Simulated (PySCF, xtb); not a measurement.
Zn(Et)(SiH3) (C₂H₈SiZn), SMILES [SiH3][Zn][CH2]C.

GFN2-xTB (xtb) at its own geometry gives an orbital gap of 3.57 eV and a dipole moment of 0.78 D.

Coordinates come from a TPSSh-D3(BJ)/def2-SVP optimisation. The structure was generated by enumeration; whether it is a known compound was not checked. The values are those of a single conformer.

What does PySCF with PBE/def2-TZVP give? (Estimate from the structure and the level; the computed values follow.)

gap 4.10 eV (levels -5.68 and -1.58 eV), dipole 1.13 D.
